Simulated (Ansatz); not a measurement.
```yaml
crystal:
  periodic: [false, false, false]
  atoms:
    - {symbol: S, position_ang: [-1.034858, 1.470506, -1.697630]}
    - {symbol: Si, position_ang: [-0.617348, 0.514951, 0.149194]}
    - {symbol: C, position_ang: [0.277741, -1.094896, 0.184279]}
    - {symbol: C, position_ang: [1.150818, 0.144620, 0.498754]}
    - {symbol: H, position_ang: [-2.182423, 0.807455, -1.923986]}
    - {symbol: H, position_ang: [-1.523715, 0.860077, 1.264050]}
    - {symbol: H, position_ang: [0.101700, -1.779996, 1.007856]}
    - {symbol: H, position_ang: [0.489660, -1.601801, -0.751131]}
    - {symbol: H, position_ang: [1.900135, 0.398896, -0.243524]}
    - {symbol: H, position_ang: [1.521290, 0.229088, 1.515136]}
basis:
  gaussian: {orbitals: def2-TZVP}
total_charge: -1
magnetization: {spin_polarized: true, initial_magnetization: 1}
hamiltonian: {xc: {name: M06-2X}, dispersion: d4}
```

```sh
$ ansatz run in.yaml --threads 2 --pin off --events-out ev --progress --plain --max-ram 4352MiB
```

(1) How does Ansatz answer? (Estimate.)

Results:

(1) Ansatz gave: The input was rejected before any iteration.
```
Error: YAML parse error: error: line 18 column 19: hamiltonian.xc: no functional is named "M06-2X"; the names, which are not case-sensitive, are SVWN5, SPW92, PBE, PBE0, PBEsol, revPBE, revPBE0, RPBE, rPW86-PBE, HSE06, wPBEh, LC-wPBE, HISS, HF, BLYP, B3LYP, B3LYP5, BHLYP, CAM-B3LYP, r2SCAN, r2SCANh, r2SCAN0, r2SCAN50, m-r2SCAN, B97, wB97, wB97X, wB97X-V, B97M-V, wB97M-V, B2PLYP, B2GP-PLYP, PBE0-DH, PBE-QIDH
  --> <input>:18:19
   |
16 | total_charge: -1
17 | magnetization: {spin_polarized: true, initial_magnetization: 1}
18 | hamiltonian: {xc: {name: M06-2X}, dispersion: d4}
   |                   ^ hamiltonian.xc: no functional is named "M06-2X"; the names, which are not case-sensitive, are SVWN5, SPW92, PBE, PBE0, PBEsol, revPBE, revPBE0, RPBE, rPW86-PBE, HSE06, wPBEh, LC-wPBE, HISS, HF, BLYP, B3LYP, B3LYP5, BHLYP, CAM-B3LYP, r2SCAN, r2SCANh, r2SCAN0, r2SCAN50, m-r2SCAN, B97, wB97, wB97X, wB97X-V, B97M-V, wB97M-V, B2PLYP, B2GP-PLYP, PBE0-DH, PBE-QIDH
```

HSE06 is defined as in plane-wave codes.
